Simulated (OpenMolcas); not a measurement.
Ir5+ among 6 point charges of -1 e arranged as a tetragonal octahedron (D4h), 2.02 Å from the ion, with the axial distance 2.363 Å.

```
Program             : OpenMolcas 26.06
Method              : CASSCF
Basis               : ANO-RCC-VDZP [7s6p4d2f]
Scalar Hamiltonian  : DKH2, point nucleus
Active space        : 4 electrons in 5 orbitals (5d)
State averaging     : 2S+1 = 5 even, 5 roots; 2S+1 = 3 even, 45 roots; 2S+1 = 1 even, 50 roots
Spin-orbit coupling : RASSI with atomic mean-field integrals over the reference wave functions
```

(1) What is the spin-free ground state (labels of D4, the rotations of D4h)?

(2) Where is the first state of the same spin?

(3) What are the lowest two levels with spin-orbit coupling?

(4) What is χT at 300 K?

## Answers

(1) 5B1, 1-fold in its orbital part, 100 % from free-ion D terms; it has the highest spin that d4 allows.

(2) 5B2 at 3810 cm-1 above the ground state.

(3) A 1-fold level A1, then a 1-fold level A2 4233 cm-1 above it. Their leading multiplicities are 5 (66 %) and 5 (85 %).

(4) 0.05 cm3 K/mol.

Spin-orbit coupling mixes the spin-free states strongly: the lowest level takes only 25 % from its leading state, 5B1. Without dynamic correlation the repulsion within the d shell is too large (B by tens of per cent), so at a given field states of lower spin stand too high. Point charges give a weaker field than real ligands, and real ions of this kind are as a rule low spin; the high spin found here belongs to the model. This is an electrostatic model: the charges have no orbitals. No measured value stands beside these numbers.
